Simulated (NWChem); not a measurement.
System: C4H4ClF; SMILES C=C/C=C(\F)Cl

Input file for NWChem:

```
start job
memory heap 200 mb stack 900 mb global 1100 mb
geometry units angstroms noautoz
  C      0.481312    -3.108308     0.000000
  C     -0.185959    -1.930634     0.000000
  C      0.459031    -0.631041     0.000000
  C     -0.218385     0.541630     0.000000
  F     -1.552245     0.603620     0.000000
  Cl     0.519490     2.102302     0.000000
  H      1.582905    -3.144744     0.000000
  H     -0.055091    -4.068433     0.000000
  H     -1.288922    -1.932735     0.000000
  H      1.557358    -0.573535     0.000000
end
basis spherical
  C library 6-31g*
  F library 6-31g*
  Cl library 6-31g*
  H library 6-31g*
end
dft
  xc mn15
  grid fine
  iterations 150
  mulliken
end
task dft gradient
```

Excerpt of the output:

```
             Northwest Computational Chemistry Package (NWChem) 7.3.0
             --------------------------------------------------------

 CS  symmetry detected

                             Geometry "geometry" -> ""
                             -------------------------

 Output coordinates in angstroms (scale by  1.889725989 to convert to a.u.)

  No.       Tag          Charge          X              Y              Z
 ---- ---------------- ---------- -------------- -------------- --------------
    1 C                    6.0000     0.47364853    -3.12247499     0.00000000
    2 C                    6.0000    -0.18984332    -1.94266772     0.00000000
    3 C                    6.0000     0.45930998    -0.64514929     0.00000000
    4 C                    6.0000    -0.21434286     0.52968753     0.00000000
    5 F                    9.0000    -1.54799726     0.59595368     0.00000000
    6 Cl                  17.0000     0.52853199     2.08798582     0.00000000
    7 H                    1.0000     1.57511905    -3.16244261     0.00000000
    8 H                    1.0000    -0.06582995    -4.08087531     0.00000000
    9 H                    1.0000    -1.29280738    -1.94123252     0.00000000
   10 H                    1.0000     1.55781570    -0.59116492     0.00000000

 Effective nuclear repulsion energy (a.u.)     259.1731022260

      Symmetry information
      --------------------

 Group name             Cs
 Group number              2
 Group order               2
 No. of unique centers    10

                                 NWChem DFT Module
                                 -----------------

 Summary of "ao basis" -> "ao basis" (spherical)
 ------------------------------------------------------------------------------
       Tag                 Description            Shells   Functions and Types
 ---------------- ------------------------------  ------  ---------------------
 C                           6-31g*                  6       14   3s2p1d
 F                           6-31g*                  6       14   3s2p1d
 Cl                          6-31g*                  8       18   4s3p1d
 H                           6-31g*                  2        2   2s

      Symmetry analysis of basis
      --------------------------

        a'         71
        a"         25

            General Information
            -------------------
          SCF calculation type: DFT
          Wavefunction type:  closed shell.
          No. of atoms     :    10
          No. of electrons :    54
           Alpha electrons :    27
            Beta electrons :    27
          Charge           :     0
          Spin multiplicity:     1
          Use of symmetry is: on ; symmetry adaption is: on
          Maximum number of iterations: 150
          AO basis - number of functions:    96
                     number of shells:    46
          Convergence on energy requested:  1.00D-06
          Convergence on density requested:  1.00D-05
          Convergence on gradient requested:  5.00D-04

              XC Information
              --------------
                         MN15 Method XC Functional
                     Hartree-Fock (Exact) Exchange  0.440
                          MN15 Exchange Functional  1.000
                        MN15 Correlation Potential  1.000

             Grid Information
             ----------------
          Grid used for XC integration:  fine
          Radial quadrature: Mura-Knowles
          Angular quadrature: Lebedev.
          Tag              B.-S. Rad. Rad. Pts. Rad. Cut. Ang. Pts.
          ---              ---------- --------- --------- ---------
          C                   0.70       70          13.0       590
          F                   0.50       70          12.0       590
          Cl                  1.00      123          14.0       770
          H                   0.35       60          14.0       590
          Grid pruning is: on
          Number of quadrature shells:   713
          Spatial weights used:  Erf1

      Superposition of Atomic Density Guess
      -------------------------------------

 Sum of atomic energies:        -711.45686149

      Non-variational initial energy
      ------------------------------

 Total energy =    -714.210348
 1-e energy   =   -1493.923368
 2-e energy   =     520.539918
 HOMO         =      -0.215381
 LUMO         =       0.007880

      Symmetry analysis of molecular orbitals - initial
      -------------------------------------------------

  Numbering of irreducible representations:

     1 a'          2 a"

  Orbital symmetries:

     1 a'          2 a'          3 a'          4 a'          5 a'
     6 a'          7 a'          8 a'          9 a'         10 a"
    11 a'         12 a'         13 a'         14 a'         15 a'
    16 a'         17 a'         18 a'         19 a"         20 a'
    21 a'         22 a"         23 a'         24 a'         25 a'
    26 a"         27 a"         28 a"         29 a'         30 a"
    31 a'         32 a'         33 a'         34 a'         35 a'
    36 a'         37 a'

     ---------------------------------------------
      Total Density - Mulliken Population Analysis
     ---------------------------------------------

    Atom       Charge   Shell Charges
 -----------   ------   -------------------------------------------------------
    1 C    6     6.60   2.00  0.74  1.99  0.64  1.21  0.03
    2 C    6     6.13   2.00  0.73  1.88  0.52  0.96  0.04
    3 C    6     6.44   2.00  0.73  2.02  0.53  1.13  0.03
    4 C    6     5.15   2.00  0.65  1.35  0.45  0.62  0.07
    5 F    9     9.43   2.00  0.94  3.37  1.01  2.10  0.01
    6 Cl  17    17.13   2.00  2.00  5.98  1.38  3.61  0.53  1.61  0.02
    7 H    1     0.78   0.46  0.32
    8 H    1     0.78   0.46  0.32
    9 H    1     0.79   0.46  0.32
   10 H    1     0.77   0.45  0.31

   convergence    iter        energy       DeltaE   RMS-Dens  Diis-err
 ---------------- ----- ----------------- --------- --------- ---------
 d= 0,ls=0.0,diis     1   -714.2361034953 -9.73D+02  1.54D-02  1.52D+00
 d= 0,ls=0.0,diis     2   -714.1692176644  6.69D-02  1.08D-02  1.87D+00
 d= 0,ls=0.0,diis     3   -714.3701534689 -2.01D-01  2.78D-03  1.12D-01
 d= 0,ls=0.0,diis     4   -714.3839141221 -1.38D-02  7.80D-04  9.64D-03
 d= 0,ls=0.0,diis     5   -714.3851060331 -1.19D-03  2.10D-04  8.55D-04
  Resetting Diis
 d= 0,ls=0.0,diis     6   -714.3851848883 -7.89D-05  8.39D-05  7.72D-05
 d= 0,ls=0.0,diis     7   -714.3851942474 -9.36D-06  3.86D-05  3.92D-06
 d= 0,ls=0.0,diis     8   -714.3851942879 -4.05D-08  1.84D-05  4.43D-06
 d= 0,ls=0.0,diis     9   -714.3851949012 -6.13D-07  3.50D-06  1.37D-07

         Total DFT energy =     -714.385194901238
      One electron energy =    -1496.942035511144
           Coulomb energy =      584.823900540653
    Exchange-Corr. energy =      -61.440162156789
 Nuclear repulsion energy =      259.173102226042

 Numeric. integr. density =       54.000000972408

                  Occupations of the irreducible representations
                  ----------------------------------------------

                     irrep           alpha         beta
                     --------     --------     --------
                     a'               22.0         22.0
                     a"                5.0          5.0

                       DFT Final Molecular Orbital Analysis
                       ------------------------------------

 Vector   25  Occ=2.000000D+00  E=-3.780413D-01  Symmetry=a'
              MO Center=  4.3D-01,  1.6D+00, -9.1D-17, r^2= 2.7D+00
   Bfn.  Coefficient  Atom+Function         Bfn.  Coefficient  Atom+Function
  ----- ------------  ---------------      ----- ------------  ---------------
    77      0.637174   6 Cl px               78     -0.328780   6 Cl py
    81      0.299589   6 Cl px               73     -0.244985   6 Cl px
    82     -0.161374   6 Cl py               74      0.126196   6 Cl py
    32     -0.124557   3 C  py               60      0.096586   5 F  py
    18      0.094798   2 C  py               34     -0.090557   3 C  s

 Vector   26  Occ=2.000000D+00  E=-3.594292D-01  Symmetry=a"
              MO Center=  2.1D-01, -9.6D-01,  6.3D-16, r^2= 4.2D+00
   Bfn.  Coefficient  Atom+Function         Bfn.  Coefficient  Atom+Function
  ----- ------------  ---------------      ----- ------------  ---------------
    79     -0.349600   6 Cl pz               19      0.332062   2 C  pz
    33      0.272793   3 C  pz                5      0.241590   1 C  pz
    23      0.203424   2 C  pz               37      0.187596   3 C  pz
    83     -0.178116   6 Cl pz                9      0.159200   1 C  pz
    75      0.133981   6 Cl pz               47      0.100805   4 C  pz

 Vector   27  Occ=2.000000D+00  E=-2.610574D-01  Symmetry=a"
              MO Center=  1.5D-01, -9.7D-01,  7.9D-16, r^2= 4.4D+00
   Bfn.  Coefficient  Atom+Function         Bfn.  Coefficient  Atom+Function
  ----- ------------  ---------------      ----- ------------  ---------------
    47     -0.326219   4 C  pz                5      0.322287   1 C  pz
    33     -0.274390   3 C  pz               79      0.265891   6 Cl pz
     9      0.253126   1 C  pz               19      0.215655   2 C  pz
    37     -0.213439   3 C  pz               51     -0.202808   4 C  pz
    61      0.174526   5 F  pz               23      0.164897   2 C  pz

 Vector   28  Occ=0.000000D+00  E=-8.911711D-03  Symmetry=a"
              MO Center=  1.2D-01, -1.2D+00,  1.7D-15, r^2= 4.2D+00
   Bfn.  Coefficient  Atom+Function         Bfn.  Coefficient  Atom+Function
  ----- ------------  ---------------      ----- ------------  ---------------
     9      0.431538   1 C  pz               47      0.422060   4 C  pz
    51      0.402594   4 C  pz                5      0.346307   1 C  pz
    23     -0.295637   2 C  pz               37     -0.278043   3 C  pz
    33     -0.241714   3 C  pz               19     -0.238750   2 C  pz
    79     -0.152527   6 Cl pz               61     -0.147428   5 F  pz

 Vector   29  Occ=0.000000D+00  E= 6.835370D-02  Symmetry=a'
              MO Center=  3.6D-01,  1.4D+00, -2.2D-17, r^2= 2.9D+00
   Bfn.  Coefficient  Atom+Function         Bfn.  Coefficient  Atom+Function
  ----- ------------  ---------------      ----- ------------  ---------------
    48      1.234099   4 C  s                82      0.846696   6 Cl py
    80     -0.753313   6 Cl s                50      0.553088   4 C  py
    46      0.403918   4 C  py               78      0.402496   6 Cl py
    81      0.397366   6 Cl px               96     -0.346307  10 H  s
    49      0.332608   4 C  px               44      0.199292   4 C  s

 Vector   30  Occ=0.000000D+00  E= 1.052751D-01  Symmetry=a"
              MO Center=  1.4D-01, -1.3D+00,  3.9D-17, r^2= 3.3D+00
   Bfn.  Coefficient  Atom+Function         Bfn.  Coefficient  Atom+Function
  ----- ------------  ---------------      ----- ------------  ---------------
    23      0.657501   2 C  pz               37     -0.642504   3 C  pz
     9     -0.462789   1 C  pz               51      0.431371   4 C  pz
    19      0.396086   2 C  pz               33     -0.372684   3 C  pz
    47      0.275271   4 C  pz                5     -0.222167   1 C  pz
    83     -0.126614   6 Cl pz               61     -0.111974   5 F  pz

     ---------------------------------------------
      Total Density - Mulliken Population Analysis
     ---------------------------------------------

    Atom       Charge   Shell Charges
 -----------   ------   -------------------------------------------------------
    1 C    6     6.32   2.00  0.67  2.04  0.58  1.01  0.03
    2 C    6     6.07   2.00  0.67  2.06  0.47  0.84  0.04
    3 C    6     6.15   2.00  0.66  2.09  0.47  0.89  0.03
    4 C    6     5.80   2.00  0.66  1.92  0.44  0.69  0.09
    5 F    9     9.26   2.00  0.90  3.35  1.06  1.94  0.02
    6 Cl  17    16.99   2.00  1.99  5.97  1.38  3.70  0.55  1.36  0.03
    7 H    1     0.86   0.53  0.34
    8 H    1     0.86   0.53  0.33
    9 H    1     0.86   0.53  0.33
   10 H    1     0.84   0.52  0.32

     -------------------------------------------
      Total Density - Lowdin Population Analysis
     -------------------------------------------

    Atom       Charge   Shell Charges
 -----------   ------   -------------------------------------------------------
    1 C    6     6.25   1.99  0.54  1.85  0.45  1.36  0.06
    2 C    6     6.12   1.99  0.52  1.85  0.40  1.28  0.09
    3 C    6     6.18   1.99  0.52  1.90  0.41  1.29  0.08
    4 C    6     5.99   1.98  0.52  1.73  0.39  1.16  0.20
    5 F    9     9.07   1.99  0.90  3.21  0.83  2.11  0.04
    6 Cl  17    16.93   2.00  1.99  5.91  1.13  3.41  0.66  1.79  0.04
    7 H    1     0.87   0.49  0.38
    8 H    1     0.87   0.49  0.38
    9 H    1     0.86   0.49  0.37
   10 H    1     0.85   0.49  0.36

     Multipole analysis of the density
     ---------------------------------

     L   x y z        total         alpha         beta         nuclear
     -   - - -        -----         -----         ----         -------
     0   0 0 0     -0.000000    -27.000000    -27.000000     54.000000

     1   1 0 0      0.257237      0.128618      0.128618     -0.000000
     1   0 1 0     -0.471102     -0.235551     -0.235551     -0.000000
     1   0 0 1     -0.000000     -0.000000     -0.000000      0.000000

     2   2 0 0    -29.362210    -78.965206    -78.965206    128.568202
     2   1 1 0      0.200567      3.289427      3.289427     -6.378287
     2   1 0 1     -0.000000     -0.000000     -0.000000      0.000000
     2   0 2 0    -28.711438   -359.690318   -359.690318    690.669198
     2   0 1 1     -0.000000     -0.000000     -0.000000      0.000000
     2   0 0 2    -31.869933    -15.934967    -15.934967      0.000000

            General Information
            -------------------
          SCF calculation type: DFT
          Wavefunction type:  closed shell.
          No. of atoms     :    10
          No. of electrons :    54
           Alpha electrons :    27
            Beta electrons :    27
          Charge           :     0
          Spin multiplicity:     1
          Use of symmetry is: on ; symmetry adaption is: on
          Maximum number of iterations: 150
          AO basis - number of functions:    96
                     number of shells:    46
          Convergence on energy requested:  1.00D-06
          Convergence on density requested:  1.00D-05
          Convergence on gradient requested:  5.00D-04

              XC Information
              --------------
                         MN15 Method XC Functional
                     Hartree-Fock (Exact) Exchange  0.440
                          MN15 Exchange Functional  1.000
                        MN15 Correlation Potential  1.000

[...]

                         DFT ENERGY GRADIENTS

    atom               coordinates                        gradient
                 x          y          z           x          y          z
   1 C       0.895066  -5.900622   0.000000    0.002529  -0.006526   0.000000
   2 C      -0.358752  -3.671110   0.000000    0.005694   0.015161   0.000000
   3 C       0.867970  -1.219155   0.000000   -0.002502  -0.020292   0.000000
   4 C      -0.405049   1.000964   0.000000   -0.004314   0.013884   0.000000
   5 F      -2.925291   1.126189   0.000000   -0.008694  -0.000051   0.000000
   6 Cl      0.998781   3.945721   0.000000    0.003501   0.005833   0.000000
   7 H       2.976543  -5.976150   0.000000    0.009342  -0.000177   0.000000
   8 H      -0.124401  -7.711736   0.000000   -0.005019  -0.008347   0.000000
   9 H      -2.443052  -3.668398   0.000000   -0.009373  -0.000165   0.000000
  10 H       2.943845  -1.117140   0.000000    0.008836   0.000681   0.000000
```

Level: MN15/6-31G* (spherical d). All runs use the structure optimised with PBE-D3(BJ)/def2-SVP.
